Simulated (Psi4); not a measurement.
## SiBr2F2 (SMILES F[Si](F)(Br)Br): the HOMO–LUMO gap, rung by rung

The species is SiBr2F2 (5 atoms), meant as a singlet with charge 0. SMILES: `F[Si](F)(Br)Br`. The shape was relaxed beforehand at PBE0/def2-TZVP.

Each level gives the HOMO–LUMO gap (eV). The values are calculated.

| level | kind | program | value (eV) |
| --- | --- | --- | --- |
| PBE-D4/def2-TZVPP (density fitting) | GGA | Psi4 | 6.11 |
| r2SCAN-D4/def2-TZVPP (density fitting) | meta-GGA | Psi4 | 6.85 |
| B3LYP-D4/def2-TZVPP (density fitting) | global hybrid | Psi4 | 7.83 |
| PBE0-D4/def2-TZVPP (density fitting) | global hybrid | Psi4 | 8.39 |
| wB97M-V/def2-TZVPP (density fitting) | range-separated hybrid | Psi4 | 12.59 |

All-electron rows without a relativistic Hamiltonian named are non-relativistic. The values span 6.11 to 12.59 eV. Orbital gaps aren't excitation energies; they tend to grow with the share of exact exchange.
